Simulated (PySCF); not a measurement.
**Working out the ionisation energy of Sr**

Sr [Kr] 5s2 (1S) → Sr+ [Kr] 5s1 (2S). All numbers are calculated (PySCF 2.14, a scalar-relativistic core potential, in def2-QZVPPD with the def2 core potential (28 electrons) (7s5p4d3f, 63 functions)). Frozen: nothing. Energies in hartree (1 hartree = 27.21139 eV):

```
            part  Sr (lower)  Sr+ (upper)
             UHF  -30.347157   -30.172847
CCSD correlation   -0.253453    -0.222560
             (T)   -0.008954    -0.006397
```

Task: What does Hartree-Fock give?

Result: (-30.172847) − (-30.347157) = 0.174310 hartree = 4.743 eV.

Task: What do CCSD and CCSD(T) give?

Result: The CCSD correlation energies differ by 0.030893 hartree = 0.841 eV and the triples by 0.002557 hartree = 0.070 eV, so CCSD gives 5.584 eV and CCSD(T) 5.654 eV.

Measured between the centres of the two terms (NIST): 5.695 eV, so CCSD(T) (valence and next inner shell) is off by -0.041 eV.

What remains against the reference includes basis incompleteness and higher excitations.
